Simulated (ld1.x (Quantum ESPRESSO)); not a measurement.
## What one change does to a pseudopotential (titanium, PAW)

| Quantity | Value |
| --- | --- |
| Element | titanium |
| Generator | ld1.x (Quantum ESPRESSO) 7.5 |
| Type | PAW |
| Functional | PBE |
| Relativity | scalar-relativistic |
| Frozen core | [Ne] |
| Valence charge | 12 |
| Reference configuration | 3s2 3p6 3d3 4s1 4p0 |
| Partial waves | 3s (bound): rcut 1.35, rcutus 1.50 bohr; 4s (bound): rcut 1.35, rcutus 1.50 bohr; 3p (bound): rcut 1.70, rcutus 1.85 bohr; 4p (bound, empty): rcut 1.70, rcutus 1.85 bohr; 3d (bound): rcut 1.05, rcutus 1.35 bohr; 3d channel at 0.85 Ry: rcut 1.05, rcutus 1.35 bohr |
| Local potential | all-electron potential smoothed inside 1.70 bohr (lloc = -2) |
| Core correction | Bessel-smoothed model core, default radius (core density twice the valence density) |
| Augmentation charge | GAUSS, radius 0.90 bohr |

Change: waves 3d (bound): rcut 1.05, rcutus 1.64 bohr; 3d channel at 0.85 Ry: rcut 1.05, rcutus 1.64 bohr.

Cutoffs: the cutoffs (Ry, on a coarse ladder) from which the occupation-weighted sum of valence levels, in a spherical-Bessel basis at the reference potential, stays within 10 and 1 mRy of its value at 400 Ry; they do not see the model core or the augmentation charge, which bear on the density cutoff. Errors are all-electron minus pseudo energies relative to the spin-unpolarised reference configuration.

Problem. What does the change do?

Solution. The potential gets softer (50 Ry and 80 Ry → 40 Ry and 60 Ry); of the 7 tests that both files solve, the error grows in 6 and shrinks in 0 by more than 15 % and 0.3 meV (median size 5.6 → 7.0 meV); neither file shows a bound ghost. A larger radius leaves more room for a smooth pseudo-wave, so fewer plane waves are needed. More of the atom is replaced by a form fitted at one configuration, so other configurations suffer.

| quantity | base | changed |
| --- | --- | --- |
| cutoff, loose | 50 Ry | 40 Ry |
| cutoff, tight | 80 Ry | 60 Ry |
| loose cutoff by channel (10 mRy a level) | s 18 Ry, p 18 Ry, d 45 Ry | s 18 Ry, p 18 Ry, d 35 Ry |
| bound ghosts | none | none |
| error for 3s2 3p6 3d2 4s2 4p0, meV [ΔE -1.11 eV] | +4.1 | +5.6 |
| error for 3s2 3p6 3d2 4s1 4p0, meV [ΔE 6.24 eV] | +2.4 | +3.3 |
| error for 3s2 3p6 3d2 4s0 4p0, meV [ΔE 19.81 eV] | +0.5 | +1.0 |
| error for 3s2 3p5 3d2 4s2 4p0, meV [ΔE 44.45 eV] | +64 | +59 |
| error for 3s2 3p6 3d1 4s0 4p0, meV [ΔE 46.76 eV] | +24 | +34 |
| error for 3s2 3p6 3d2 4s1 4p1, meV [ΔE 1.97 eV] | +5.6 | +7.3 |
| error for 3s2 3p6 3d2 4s0 4p1, meV [ΔE 10.02 eV] | +5.6 | +7.0 |
| s: phases at 1.99 bohr within 0.05 rad from the reference energy up to (Ry; the scan ends near 5) | to the end of the scan | to the end of the scan |
| p: phases at 1.99 bohr within 0.05 rad from the reference energy up to (Ry; the scan ends near 5) | to the end of the scan | to the end of the scan |
| d: phases at 1.99 bohr within 0.05 rad from the reference energy up to (Ry; the scan ends near 5) | to the end of the scan | to the end of the scan |
| lowest overlap eigenvalue by channel | s 0.16, p 0.11, d 0.95 | s 0.16, p 0.11, d 0.92 |
